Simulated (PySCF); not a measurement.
## TcO₃: PBE0 against B3LYP

Base calculation in PySCF with density fitting and no spin–orbit coupling, PBE0/def2-TZVP (scalar-relativistic core potentials): doublet, C3v, Tc–O 1.670 Å (×3); O–Tc–O 115.5° (×3); wavenumbers 195, 339 (×2), 1031 (×2), 1043 cm⁻¹; dipole moment 1.88 D, polar-tensor charge of Tc 1.87 e, atomisation energy (no zero-point energy) 1589 kJ/mol.

Question: What changes on going to B3LYP/def2-TZVP (scalar-relativistic core potentials)?

Answer: The point group stays the same. Changes: mean bond to Tc +0.014 Å, smallest bond angle +0.3 degrees, highest wavenumber -33 cm⁻¹, lowest wavenumber -9 cm⁻¹, dipole moment -0.02 D, polar-tensor charge of Tc -0.07 e, atomisation energy (no zero-point energy) +30 kJ/mol. The new structure has Tc–O 1.684 Å (×3); O–Tc–O 115.8° (×3), with wavenumbers 186, 331 (×2), 1002 (×2), 1010 cm⁻¹.

Open d or f shells are single determinants, so the state found may not be the ground state. The structures come from searches over a few start shapes, so lower isomers are not excluded.
